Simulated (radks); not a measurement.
Numerical settings for neutral bromine, [Ar] 3d10 4s2 4p5. Calculated with a radial shooting solver on a logarithmic mesh with Libxc functionals: scalar-relativistic Kohn-Sham, SCAN, spin-polarised, spherical densities, finite nucleus; open shells are filled with parallel spins first; meta-GGA in the generalised Kohn-Sham scheme; Fermi nuclear charge, rms radius 4.1629 fm. The defaults (mesh step 0.008 in ln r, mesh end at 40 bohr or more with all orbitals vanishing there, Anderson mixing 0.5 over 9 steps, residual threshold near 1e-9 with the energy settled to 1e-9 hartree or 1e-11 of itself, here a cap of 77 iterations) give E = -2607.072 hartree and 4p at -7.644 eV in 20 iterations. Run on one thread of a shared host, so times are rough (Arm Neoverse V2): 0.22 s of CPU time, 0.22 s wall, 20 iterations on 2381 mesh points. Changes against that run (0 stands for a change within the tolerance of the run):

| setting | iterations | converged | E (mhartree) | e(4p) (meV) | CPU (s) |
|---|---|---|---|---|---|
| mesh step in ln r 0.02 | 15 | yes | -2.57 | +2.17 | 0.08 |
| mesh step in ln r 0.003 | 46 | yes | -0.0458 | -0.00684 | 1.1 |
| mesh step in ln r 0.03 | 16 | yes | -41.9 | -7.74 | 0.06 |
| mesh end (bohr) 3 | 19 | level above zero | +1.38e+03 | +1.47e+04 | 0.18 |
| mesh end (bohr) 20 | 20 | yes | +0.2 | -0.00626 | 0.21 |
| residual threshold 1e-05 | 17 | yes | 0 | -0.0195 | 0.19 |
| residual threshold 0.01 | 13 | yes | 0 | +0.17 | 0.15 |
| mixing 1 | 23 | yes | 0 | 0 | 0.24 |
| linear mixing, mixing 0.2 | 77 | no | 0 | -0.00714 | 0.7 |
| linear mixing, mixing 0.05 | 77 | no | +2.58 | -64.5 | 0.81 |
| mixing history 2 | 32 | yes | 0 | 0 | 0.3 |
| iteration cap 5 | 5 | no | +0.22 | +43 | 0.07 |

Settled on a wrong energy, with an occupied level pushed above zero by the early mesh end: mesh end (bohr) 3 (+1.38 hartree). Apart from these: settings that end as converged yet miss the energy by more than 1 mhartree: mesh step in ln r 0.02 (-0.00257 hartree); mesh step in ln r 0.03 (-0.0419 hartree). A mesh that ends early acts as a hard wall.
